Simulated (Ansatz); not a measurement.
Gas-phase electronic energies from Ansatz, PBE0-D4/def2-TZVP geometries. CBS: MP2 limit from def2 TZ/QZ plus the TZ coupled-cluster correction, frozen cores. This one scheme is used for every species, atoms too. No spin–orbit coupling; open shells (•) take unrestricted orbitals. Spin–orbit coupling would lower the free atoms: a little for B, C; strongly for Sn. Elements past krypton have def2 core potentials. For Sn outer-core shells are correlated without core-valence functions, so the limit isn't a true one: a few kJ/mol of doubt a bond, and 10 to 20 or more in all where bonds break to atoms.

Consider the atomization: `[CH3][SnH]1[BH][NH]1` → B• + C• + 6 H• + N• + Sn•.

`[CH3][SnH]1[BH][NH]1`:

```xyz
10

C     0.713   -1.474   -0.831
Sn    0.280    0.622   -0.636
B    -1.488    1.382    0.505
N    -0.583    0.865    1.343
H     1.505   -1.754   -0.137
H     1.042   -1.689   -1.849
H    -0.185   -2.052   -0.617
H     1.798    1.435   -0.554
H    -2.552    1.906    0.432
H    -0.530    0.760    2.345
```

| species | CCSD(T)/CBS(def2) energy (Eh) |
| --- | --- |
| `[CH3][SnH]1[BH][NH]1` | -335.17695 |
| B• | -24.60433 |
| C• | -37.79194 |
| H• | -0.50000 |
| N• | -54.53257 |
| Sn• | -213.97081 |

(1) Work out ΔE.

Largest T1 diagnostic among the species: 0.015.

Answers

(1) ΔE = 6 × (-0.50000) + (-24.60433) + (-37.79194) + (-54.53257) + (-213.97081) − (-335.17695) = 1.27730 Eh = +3353.6 kJ/mol.

In def2-TZVPP, CCSD(T) changes the Hartree–Fock value by +901.3 kJ/mol (the triples alone add +59.7 kJ/mol) and MP2 by +927.3 kJ/mol; breaking electron pairs costs correlation energy, which Hartree–Fock lacks. Leaving LDA and LC-ωPBE aside and taking each functional with its dispersion term where it has one, the values, not all of them listed here, spread over 161.6 kJ/mol, from BHLYP-D4 to PBE-D4. LDA lies +440.9 kJ/mol from PBE without D4, its usual overbinding.

For atomizations the MP2-based limit and the directly extrapolated one differ by several kJ/mol either way, and by 10 to 25 for some Ge, Se and Sn compounds, so smaller differences from it don't rank the levels.
